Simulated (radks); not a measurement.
Problem. All-electron atom: Pm+ in [Xe] 4f5 6s1. Method: Dirac Kohn-Sham, PBEsol, spin-unpolarised, spherical densities, point nucleus; open shells are shared between the two j in proportion to 2j + 1; speed of light set to 116.481 atomic units (0.85 times the physical value, a model run); computed with a radial shooting solver on a logarithmic mesh with Libxc functionals. Some entries of the table are withheld. Estimate them.

| orbital | occ. | eigenvalue (eV) | r(max) (bohr) | <1/r> (bohr^-1) |
|---|---|---|---|---|
| 1s1/2 | 2 | -46050.17 | 0.01408 | 70.82 |
| 2s1/2 | 2 | -7592.736 | 0.08128 | 16.97 |
| 2p1/2 | 2 | -7184.368 | (1) | (2) |
| 2p3/2 | 4 | -6366.195 | (3) | (4) |
| 3s1/2 | 2 | -1662.463 | 0.2329 | 6.071 |
| 3p1/2 | 2 | -1489.387 | 0.2197 | 5.974 |
| 3p3/2 | 4 | -1324.272 | 0.2366 | 5.340 |
| 3d3/2 | 4 | -1032.745 | (5) | 5.205 |
| 3d5/2 | 6 | -998.9482 | (6) | 5.057 |
| 4s1/2 | 2 | -337.6057 | 0.5401 | (7) |
| 4p1/2 | 2 | -271.9314 | 0.5463 | 2.394 |
| 4p3/2 | 4 | -235.6941 | 0.5824 | 2.182 |
| 4d3/2 | 4 | -131.1236 | 0.5964 | 1.957 |
| 4d5/2 | 6 | -125.0609 | 0.6081 | 1.908 |
| 5s1/2 | 2 | -50.2622 | 1.259 | 0.9545 |
| 5p1/2 | 2 | -32.5740 | 1.378 | 0.8367 |
| 5p3/2 | 4 | -27.6881 | 1.485 | 0.7618 |
| 6s1/2 | 1 | -8.5441 | 3.396 | 0.3276 |
| 4f5/2 | 2.14286 | -7.5275 | 0.6396 | (8) |
| 4f7/2 | 2.85714 | -6.9056 | 0.6470 | (9) |

Solution. 
(1) 2p1/2 r(max) (bohr): 0.06089
(2) 2p1/2 <1/r> (bohr^-1): 16.92
(3) 2p3/2 r(max) (bohr): 0.06876
(4) 2p3/2 <1/r> (bohr^-1): 14.40
(5) 3d3/2 r(max) (bohr): 0.1887
(6) 3d5/2 r(max) (bohr): 0.1933
(7) 4s1/2 <1/r> (bohr^-1): 2.505
(8) 4f5/2 <1/r> (bohr^-1): 1.293
(9) 4f7/2 <1/r> (bohr^-1): 1.267
